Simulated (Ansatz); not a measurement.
`N#C[SiH](F)Cl` and `F[SiH]([SiH3])Cl` differ in one atom or group.

Ansatz, PBE0-D4/def2-TZVP geometries, multiplicity 1. 

```tsv
property	`N#C[SiH](F)Cl`
HOMO–LUMO gap (ωB97M-V/def2-TZVPP) / eV	13.02
LUMO energy (ωB97M-V/def2-TZVPP) / eV	0.59
size of the dipole moment (B3LYP/def2-TZVPP) / D	2.67
HOMO–LUMO gap (B3LYP/def2-TZVPP) / eV	8.18
HOMO–LUMO gap (PBE0/def2-TZVPP) / eV	8.66
HOMO energy (ωB97M-V/def2-TZVPP) / eV	-12.42
```

(1) Give the same properties after the change, and the shifts. (An estimate is asked.)

Answers

(1) The calculation gave: 
```
                                        property  `F[SiH]([SiH3])Cl`  shift
         HOMO–LUMO gap (ωB97M-V/def2-TZVPP) / eV               11.68  -1.34
           LUMO energy (ωB97M-V/def2-TZVPP) / eV                1.22   0.63
size of the dipole moment (B3LYP/def2-TZVPP) / D                1.59  -1.08
           HOMO–LUMO gap (B3LYP/def2-TZVPP) / eV                7.44  -0.74
            HOMO–LUMO gap (PBE0/def2-TZVPP) / eV                7.81  -0.85
           HOMO energy (ωB97M-V/def2-TZVPP) / eV              -10.45   1.97
```

With PBE0 the HOMO rises by 1.74 eV and the LUMO rises by 0.89 eV, so the gap narrows by about 0.85 eV. PBE moves the HOMO by 1.48 eV and ωB97M-V by 1.97 eV. The zero-point energy changes by 42.2 kJ/mol with +6 modes. Dipoles are sizes alone; their direction can turn.

B3LYP here is the variant with VWN-RPA as its local correlation; programs differ in this.
